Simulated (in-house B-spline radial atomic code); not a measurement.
A run on Tc II (Tc+) (an excited or competing configuration) that did not converge. Method: scalar-relativistic (X2C) wB97X, spin-polarised, spherical fractional occupations, exact exchange averaged over the configuration, Fermi nucleus of rms radius 4.41117 fm; computed with an all-electron radial atomic-structure program (B-spline basis).

Command:
```bash
python run_scf.py task.json out
```
Settings (nuclear radius in fm, mass in u):
```
Z                43
configuration    [Ar] 3d10 4s2 4p5 4d5 5s1 5d1
hamiltonian      x2c
method           wb97x
spin_polarised   True
nucleus          fermi
rms_radius       4.41117
atomic_mass      96.90636
speed_of_light   137.035999084
exact_exchange   averaged over the configuration
```

First and last ten iterations of the last attempt (damped for 15 steps, keeping 80 % of the old Fock matrix, then DIIS):
```
 iter        energy (Eh)    residual
    1       -4275.904210    4.46e-01
    2       -4280.318343    2.53e-01
    3       -4281.670421    1.82e-01
    4       -4282.429899    1.35e-01
    5       -4282.843143    9.91e-02
    6       -4283.061649    7.27e-02
    7       -4283.174972    5.22e-02
    8       -4283.232974    3.69e-02
    9       -4283.262466    2.58e-02
   10       -4283.277474    1.88e-02
  111       -4283.293946    7.27e-06
  112       -4283.293946    1.18e-05
  113       -4283.293946    7.62e-06
  114       -4283.293946    1.15e-05
  115       -4283.293946    1.05e-05
  116       -4283.293946    2.20e-04
  117       -4283.293946    1.35e-04
  118       -4283.293946    2.54e-04
  119       -4283.293946    2.82e-05
  120       -4283.293946    2.07e-05
 not converged after 120 iterations
```

The smallest residual met was 4.1e-06; the threshold is about 4e-07. Over the last five steps the energy moves by less than 4e-07 hartree, but the orbitals didn't meet the threshold. Cost of the run: 26 s on 1 thread of Arm Neoverse V2, with other jobs on the host.
